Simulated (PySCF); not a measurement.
(1R)-1-chloro-1,2,2-trifluoroethane (C2H2ClF3), SMILES FC(F)[C@H](F)Cl. Heavy atoms are numbered as in [F:1][CH:2]([F:3])[C@H:4]([F:5])[Cl:6]. Hydrogens are named by the atom that carries them.

Geometry optimised at PBE-D3(BJ)/def2-SVP. One conformer was computed; it need not be the lowest.

Calculation: ωB97X/def2-TZVP (PySCF).

ESP charges are fitted to the potential on shells at 1.4 to 2.0 van der Waals radii. Atomic charges (e), one atom of each kind:

```csv
atom,meta-Löwdin,ESP fit,Mulliken
F1,-0.29,-0.17,-0.19
C2 (CH),0.46,0.29,0.27
C4 (CH),0.21,…,0.12
F5,-0.27,-0.05,-0.17
Cl6,-0.09,…,-0.09
H on C2,0.12,0.11,0.10
H on C4,0.14,…,0.13
```

**Question.** Some entries are withheld; supply them. (Estimate from the structure and the level; the computed values follow.)

**Answer.** 
- C4 (CH), ESP fit: -0.18
- Cl6, ESP fit: -0.06
- H on C4, ESP fit: 0.22

**Question.** Give the Mayer and Wiberg (Löwdin basis) orders of the bonds. (Estimate from the structure and the level; the computed values follow.)

**Answer.** 
| bond | Mayer | Wiberg |
|---|---|---|
| F1–C2 | 1.07 | 1.72 |
| C2–F3 | 1.09 | 1.75 |
| C2–C4 | 0.96 | 1.18 |
| C4–F5 | 1.07 | 1.75 |
| C4–Cl6 | 1.12 | 1.62 |
